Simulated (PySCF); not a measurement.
## Excitation energy of S by level of theory

S [Ne] 3s2 3p4 (3P) → S [Ne] 3s1 3p5 (3P), as a difference of total energies. Calculation: PySCF 2.14, in dyall-av3z (19s12p3d2f, 84 functions); no relativity, point nucleus. Correlated levels: valence: [Ne] frozen; virtual orbitals above 40 to 60 times the deepest correlated orbital energy dropped. The calculations carry no spin-orbit coupling.

| method | excitation energy (eV) |
| --- | --- |
| UHF | 11.464 |
| MP2 (valence) | 10.440 |
| SCS-MP2 (valence) | 10.325 |
| CCSD (valence) | 9.557 |
| CCSD(T) (valence) | 9.082 |

Errors of the correlated levels include the incompleteness of this basis and the frozen core.

The coupled-cluster amplitudes are large for the upper state (T1 above 0.03 or a double amplitude above 0.15), so a single reference is strained.

Task: Which method comes closest to the reference value, and which is furthest?

Result: The reference is 8.928 eV (measured; NIST levels, between the centres of gravity of the two terms). Closest: CCSD(T) (valence) (error 0.154 eV); furthest: UHF (error 2.536 eV).
